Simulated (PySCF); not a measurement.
## Level of theory and adiabatic energies of losing or gaining an electron: trifluoroacetic acid

Structure: `O=C(O)C(F)(F)F` (C2HF3O2).

All levels share the PBE0-D3(BJ)/def2-SVP structures and the PBE0-D3(BJ)/def2-SVP thermal terms; only the single-point energies (PySCF) change. Values are adiabatic energies of losing or gaining an electron (0 K, eV).

Measured (NIST Chemistry WebBook): adiabatic ionisation energy 11.50 eV.

```csv
level,ionisation energy to the radical cation,time
BLYP-D3(BJ)/def2-TZVPD,10.91,2.3 min
BLYP/ma-def2-TZVP,10.91,110 s
r2SCAN-D3(BJ)/def2-TZVPD (grid 3),11.04,4.8 min
ωB97X-D3(BJ)/ma-def2-TZVP,11.50,–
```

Times are wall times for all single points of a level on 1 thread of Arm Neoverse V2, a shared host; the dash marks the run that also made the structures. BLYP, r2SCAN ran on a slower path of this set-up, which computes the density-fitting integrals anew in every SCF cycle while the other levels store them. So the times needn't show the usual order of cost, and those levels read slower than they are.

The spread: 0.60 eV, from 10.91 to 11.50.

Differences come from unrounded values, so a last digit can differ from that of the printed terms.
